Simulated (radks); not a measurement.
Results of a calculation; reference values are marked as such.
The barium ion Ba31+, 25 electrons, occupied as [Ar] 3d7.

Level of theory: Dirac Kohn-Sham, PBE, spin-unpolarised, spherical densities, finite nucleus; open shells fill j = l - 1/2 first; Fermi nuclear charge, rms radius 4.8378 fm (a radial shooting solver on a logarithmic mesh with Libxc functionals).

Energy parts (eV):
total: -205272.94
kinetic: 220046.36
electron-nucleus: -465654.64
Hartree: 44530.23
exchange-correlation: -4194.89

Orbitals (lengths in bohr, moments of r in powers of bohr; <r^-3> diverges for s and p1/2):
orbital,occ.,eigenvalue (eV),<r^-3>
1s1/2,2,-38523.17,-
2s1/2,2,-7145.777,-
2p1/2,2,-6813.615,-
2p3/2,4,-6428.860,6345
3s1/2,2,-2375.065,-
3p1/2,2,-2239.936,-
3p3/2,4,-2157.879,1391
3d3/2,4,-1931.785,231.6
3d5/2,3,-1913.466,212.4

The highest occupied level is 3d5/2 at -1913.5 eV. For comparison, the ionisation energy in NIST's Atomic Spectra Database is 1958 eV (theoretical). In exact Kohn-Sham theory the highest level is minus the ionisation energy, but local and semilocal functionals leave it too shallow, through self-interaction and a potential that decays too fast; potentials with the right tail come closer. The density falls to 0.001 e/bohr^3 at r = 0.87 bohr.

Beside tabulated values, note that spin-unpolarised runs miss the spin-polarisation part of the exchange energy of open shells.
